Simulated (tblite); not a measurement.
Record of a relaxation.

C₆H₁₃FO.
Numbering: `[CH3:1][O:2][CH2:3][C@H:4]([CH3:5])[CH2:6][CH2:7][F:8]` (hydrogens: H9, H10, H11 on C1; H12, H13 on C3; H14 on C4; H15, H16, H17 on C5; H18, H19 on C6; H20, H21 on C7)

Computed with GFN2-xTB (tblite), gas phase: L-BFGS steps from a force-field or distance-geometry start until the largest atomic force falls under 0.01 eV/Å. 3 of its 51 geometries are shown.

Step 0: E = -769.2905 eV, largest atomic force 1.157 eV/Å
```
atom  x, y, z in Å  |  force x, y, z in eV/Å
C1      2.312    1.710    0.290   -0.913   0.241   0.099
O2      1.002    1.169    0.486    0.853  -0.266  -0.176
C3      0.979   -0.233    0.197   -0.841   0.794   0.020
C4     -0.447   -0.760    0.432   -0.146  -0.397   0.241
C5     -0.423   -2.300    0.456   -0.052   0.133  -0.123
C6     -1.476   -0.281   -0.605    0.216  -0.205   0.074
C7     -1.678    1.228   -0.645    0.386  -0.198   0.615
F8     -2.735    1.488   -1.452   -0.605   0.305  -0.446
H9      2.608    1.600   -0.754    0.129  -0.050  -0.068
H10     2.264    2.776    0.540   -0.097  -0.267  -0.045
H11     3.029    1.225    0.944    0.203  -0.161   0.086
H12     1.263   -0.395   -0.848    0.124  -0.068  -0.093
H13     1.680   -0.744    0.855    0.161  -0.172   0.097
H14    -0.779   -0.424    1.424    0.132   0.108  -0.140
H15     0.254   -2.664    1.225    0.011   0.028   0.020
H16    -0.091   -2.695   -0.504   -0.011   0.049   0.032
H17    -1.416   -2.700    0.661    0.096   0.105  -0.019
H18    -2.444   -0.755   -0.400    0.116   0.129   0.136
H19    -1.185   -0.619   -1.599    0.140  -0.006  -0.116
H20    -0.814    1.752   -1.057    0.042   0.010   0.008
H21    -1.914    1.637    0.352    0.055  -0.112  -0.203
```

Step 25: E = -769.3529 eV, largest atomic force 0.026 eV/Å
```
atom  x, y, z in Å  |  force x, y, z in eV/Å
C1      2.286    1.703    0.293    0.002  -0.003   0.001
O2      1.010    1.152    0.487    0.004  -0.002   0.003
C3      0.950   -0.223    0.176   -0.002  -0.004   0.003
C4     -0.458   -0.761    0.439    0.003  -0.011  -0.003
C5     -0.423   -2.289    0.474    0.002   0.007   0.002
C6     -1.462   -0.295   -0.618    0.000  -0.012  -0.002
C7     -1.661    1.213   -0.633   -0.003   0.007  -0.005
F8     -2.725    1.531   -1.450   -0.013   0.003  -0.013
H9      2.611    1.601   -0.750   -0.007   0.003   0.007
H10     2.212    2.758    0.549    0.001  -0.005   0.000
H11     3.031    1.221    0.939   -0.006   0.000  -0.005
H12     1.226   -0.386   -0.879    0.010   0.007   0.010
H13     1.675   -0.769    0.801    0.001  -0.005  -0.013
H14    -0.775   -0.381    1.416    0.014  -0.010  -0.007
H15     0.253   -2.644    1.249   -0.011   0.009  -0.007
H16    -0.083   -2.679   -0.483   -0.008  -0.005   0.019
H17    -1.413   -2.689    0.676    0.012   0.016  -0.004
H18    -2.431   -0.758   -0.416   -0.006  -0.009   0.004
H19    -1.136   -0.622   -1.607    0.000  -0.016  -0.007
H20    -0.792    1.740   -1.028    0.010   0.024   0.003
H21    -1.903    1.594    0.363   -0.003   0.003   0.013
```

Step 50: E = -769.3539 eV, largest atomic force 0.009 eV/Å
```
atom  x, y, z in Å  |  force x, y, z in eV/Å
C1      2.289    1.704    0.301    0.002  -0.002  -0.003
O2      1.020    1.140    0.505    0.001   0.005   0.000
C3      0.957   -0.226    0.162    0.000   0.004   0.001
C4     -0.452   -0.760    0.431    0.000  -0.002   0.005
C5     -0.429   -2.287    0.486    0.001  -0.005   0.001
C6     -1.460   -0.297   -0.624   -0.002  -0.002   0.002
C7     -1.667    1.210   -0.633   -0.001   0.002  -0.005
F8     -2.717    1.528   -1.467   -0.003  -0.002  -0.008
H9      2.598    1.623   -0.749   -0.003   0.000  -0.003
H10     2.212    2.754    0.576    0.003  -0.006   0.005
H11     3.049    1.217    0.926   -0.005  -0.004  -0.001
H12     1.223   -0.364   -0.899   -0.002   0.001  -0.002
H13     1.686   -0.790    0.765    0.003   0.005   0.001
H14    -0.762   -0.369    1.406   -0.001   0.004   0.005
H15     0.238   -2.635    1.271    0.007   0.002   0.000
H16    -0.087   -2.695   -0.462    0.000  -0.003  -0.002
H17    -1.424   -2.673    0.689   -0.002  -0.001  -0.002
H18    -2.425   -0.768   -0.422   -0.008   0.003   0.000
H19    -1.133   -0.622   -1.615    0.002   0.003   0.001
H20    -0.794    1.747   -1.006    0.005   0.006   0.003
H21    -1.931    1.583    0.361    0.002  -0.008   0.002
```

Q: Summarise the path.

A: The energy falls by 0.0634 eV from step 0 to step 50; nine tenths of that is first reached at step 7. It falls at every step. The largest force goes from 1.157 to 0.009 eV/Å. Among the bonds C1–O2 changes most, from 1.431 to 1.403 Å; the atoms move by 0.049 Å rms after alignment.

What follows is the cost of the whole relaxation. On an Arm Neoverse N1 with one thread, shared host, this took 0.5 s.
